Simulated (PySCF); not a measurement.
C2H5O2, SMILES COC=[OH+], charge +1.

Coordinates come from a B3LYP-D3(BJ)/def2-SVP optimisation. The isomer is the one that the SMILES or the coordinates give; other isomers of the formula were not compared. Other conformers were not sampled.

These are PBE0/def2-TZVPD run with PySCF values and carry that method's errors.

Symmetry labels are those of the subgroup Cs that the program uses (full group Cs).

Task: List the valence orbital energies around the gap with their symmetry. (Estimate from the structure and the level; the computed values follow.)

Result: 
```tsv
orbital	symmetry	energy (eV)
HOMO−7	A'	-22.56
HOMO−6	A'	-22.10
HOMO−5	A"	-20.85
HOMO−4	A'	-18.54
HOMO−3	A"	-18.48
HOMO−2	A'	-18.43
HOMO−1	A'	-16.66
HOMO	A"	-16.42
LUMO	A"	-7.53
LUMO+1	A'	-5.07
LUMO+2	A'	-4.02
LUMO+3	A'	-3.67
```
